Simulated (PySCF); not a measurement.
# Two-component Hartree-Fock for Ru⁺ (ruthenium, charge +1)

Start: [Kr] 4d7; 4d3/2 filled at m_j = -3/2, -1/2, +1/2, +3/2; 4d5/2 filled at m_j = +1/2, +3/2, +5/2. Calculated with PySCF 2.14 in x2c-TZVPall-2c: generalised Hartree-Fock with the X2C-1e Hamiltonian and a Gaussian nucleus; one run each with spin-orbit coupling (SO) switched off, then screened by Boettger's factors.

| spinor shell | electrons | ε, spin-free (eV) | ε, screened SO (eV) | weight of nominal j (screened SO) | rms radius, screened SO (bohr) |
| --- | --- | --- | --- | --- | --- |
| 1s1/2 | 2 | -22242.2 | -22240.8 | 1.000 | 0.0384 |
| 2s1/2 | 2 | -3283.8 | -3283.4 | 1.000 | 0.158 |
| 2p1/2 | 2 | -2935.0 | -3025.6 | 1.000 | 0.137 |
| 2p3/2 | 4 | -2935.0 | -2892.8 | 1.000 | 0.142 |
| 3s1/2 | 2 | -618.42 | -618.28 | 1.000 | 0.428 |
| 3p1/2 | 2 | -500.78 | -516.73 | 1.000 | 0.425 |
| 3p3/2 | 4 | -500.78 | -493.26 | 1.000 | 0.436 |
| 3d3/2 | 4 | -311.72 | -314.56 | 0.992 | 0.416 |
| 3d5/2 | 6 | -311.72 | -309.67 | 0.995 | 0.420 |
| 4s1/2 | 2 | -100.96 | -100.92 | 1.000 | 1.10 |
| 4p1/2 | 2 | -65.803 | -70.201 | 0.822 | 1.21 |
| 4p3/2 | 4 | -65.803 | -63.639 | 0.911 | 1.22 |
| 4d5/2 | 3 | -18.274 | -18.978 | 0.760 | 1.76 |
| 4d3/2 | 4 | -18.274 | -17.761 | 0.708 | 1.79 |

```csv
quantity,spin-free,screened SO
E (hartree),-4527.43374,-4528.08296
M_J,9/2,9/2
⟨J²⟩,24.765,24.767
⟨L²⟩,12.010,12.121
⟨S²⟩,3.755,3.735
```

Each row is a mean over spinors that exchange with the open shell spreads, by up to 7.809 eV (4p3/2).

Rows whose weight is well below 1 are mixtures of j = l ± 1/2: exchange outweighs spin-orbit coupling there, and the label is only the starting occupation.

Breit and QED terms are absent; they matter most for the inner s and p1/2 levels.

Densities and radii are taken from the X2C orbitals without a picture-change correction, which distorts them close to the nucleus.

Without spin-orbit coupling the j labels of p, d and f shells carry no meaning; the spin-free column gives the mean over the occupied spinors of each nl shell.
